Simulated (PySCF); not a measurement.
methylammonium (CH6N), SMILES [NH3+]C, charge +1. Geometry: ωB97X-D3(BJ)/def2-TZVP.

Level of theory: ωB97X-D3(BJ)/def2-TZVP run with PySCF.

Harmonic wavenumbers (cm⁻¹): 292, 916, 916, 960, 1286, 1286, 1474, 1503, 1503, 1537, 1675, 1675, 3111, 3217, 3217, 3434, 3510, 3510. Rotational constants (GHz): 84.59, 20.09, 20.09; symmetry number 3.

Task: Work out the zero-point energy and the ideal-gas rigid-rotor harmonic-oscillator thermochemistry at 298.15 K and 1 atm.

Result: ZPE = ½ Σ hcν = ½ × 35022 cm⁻¹ = 50.07 kcal/mol. H − E(el) = 52.83 kcal/mol. Entropy in cal/(mol K): translation 36.33, rotation 17.60, vibration 1.95, total 55.88. G − E(el) = 36.17 kcal/mol. Cp = 11.70 cal/(mol K).
